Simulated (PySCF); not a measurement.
## AsSF, singlet: molecular constants

Method: PBE0/[As def2-TZVP, S def2-TZVP, F def2-TZVP], no relativity, density fitting, PySCF.

The structure is a minimum.

```xyz
3
charge 0 multiplicity 1, angstrom
As    0.1990    0.0000   -0.4634
S    -1.4130    0.0000    0.7314
F     1.5916    0.0000    0.6011
```

```json
{
  "Point group": "Cs",
  "Bond lengths": "As–F 1.753 Å, As–S 2.007 Å",
  "Bond angles": "F–As–S 106.1°",
  "Rotational symmetry number": "1",
  "Dipole moment": "1.85 D",
  "Atomisation energy without zero-point energy": "812 kJ/mol",
  "Rotational constants": "0.4931, 0.1395, 0.1088 cm⁻¹",
  "Highest occupied level": "-7.90 eV",
  "Principal polarisabilities": "29.0, 34.6, 64.2 bohr³",
  "Entropy at 298.15 K and 1 bar": "284.2 J/(mol K)",
  "Enthalpy at 298.15 K above 0 K": "12.00 kJ/mol",
  "Principal quadrupole moments (Buckingham, traceless) about the centre of mass": "-5.04, 1.41, 3.63 D Å",
  "Heat capacity Cp at 298.15 K": "48.9 J/(mol K)",
  "Zero-point energy": "8.9 kJ/mol",
  "Lowest empty level": "-3.61 eV"
}
```

Harmonic modes (masses in u: As 74.922, S 31.972, F 18.998):
```tsv
symmetry	ω (cm⁻¹)	IR (km/mol)	type
a'	241	7.0	bend
a'	598	49.1	stretch
a'	650	125	stretch
```

Charges (e):
```json
{"atom": "As1", "Mulliken": "0.60", "Löwdin": "0.25", "polar tensor": "1.00", "Mayer order to As1": "–"}
{"atom": "S2", "Mulliken": "-0.25", "Löwdin": "-0.03", "polar tensor": "-0.38", "Mayer order to As1": "2.20"}
{"atom": "F3", "Mulliken": "-0.34", "Löwdin": "-0.22", "polar tensor": "-0.62", "Mayer order to As1": "0.89"}
```

Mulliken populations on As1: s 7.85, p 14.21, d 10.28, f 0.05.

Outer orbital energies (eV). occupied: -21.23, -16.25, -12.54, -12.41, -12.39, -9.07, -8.85, -7.90; empty: -3.61, -0.66, 0.73, 4.76.

Counting electrons, arsenic keeps 2 of its valence electrons outside its bonds, so the VSEPR class is AX2E1 and the expected shape is bent; with unlike ligands the computed point group is Cs.

This need not be the most stable arrangement of these atoms.

The final relaxation and frequency run took 55 s on 2 threads of a shared Intel Xeon Platinum 8375C @ 2.90GHz (Ice Lake) host, with 116 basis functions and 14 gradients; the process peaked at 1 GiB.
